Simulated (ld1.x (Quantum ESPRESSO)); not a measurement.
**Transferability test, TM potential for Te**

```
Element                 : Te (Z = 52)
Generator               : ld1.x (Quantum ESPRESSO) 7.5
Type                    : norm-conserving Troullier–Martins (Kleinman–Bylander form)
Functional              : PBE
Relativity              : non-relativistic
Frozen core             : [Kr] 4d10
Valence charge          : 6
Reference configuration : 5s2 5p4
Partial waves           : 5p (bound): rc 2.00 bohr; 5s (bound): rc 1.90 bohr
Local potential         : the s channel
Core correction         : none
```

Energies are relative to the spin-unpolarised reference configuration 5s2 5p4; without spin polarisation the order of configurations can differ from experiment. The frozen-core shift is the all-electron ΔE with the core orbitals held at their reference shape minus the fully relaxed ΔE.

```json
{"valence configuration": "5s2 5p3", "charge": "+1", "ΔE all-electron (eV)": "9.774", "error AE − PS (meV)": "-2.7", "frozen-core shift (meV)": "+3.7"}
{"valence configuration": "5s2 5p2", "charge": "+2", "ΔE all-electron (eV)": "27.683", "error AE − PS (meV)": "-16", "frozen-core shift (meV)": "+29"}
{"valence configuration": "5s2 5p1", "charge": "+3", "ΔE all-electron (eV)": "54.480", "error AE − PS (meV)": "-40", "frozen-core shift (meV)": "+110"}
{"valence configuration": "5s2 5p3.5", "charge": "+0.5", "ΔE all-electron (eV)": "3.926", "error AE − PS (meV)": "-0.5", "frozen-core shift (meV)": "+0.6"}
{"valence configuration": "5s2 5p4.3", "charge": "-0.3", "ΔE all-electron (eV)": "-1.490", "error AE − PS (meV)": "-0.1", "frozen-core shift (meV)": "+0.1"}
```

(1) What are ΔE and the potential's error for 5s1 5p5?

(2) What are ΔE and the potential's error for 5s2 5p0?

## Answers

(1) ΔE = 8.011 eV all-electron; the error (AE − PS) is +2.8 meV.

(2) ΔE = 90.761 eV all-electron; the error (AE − PS) is -33 meV.
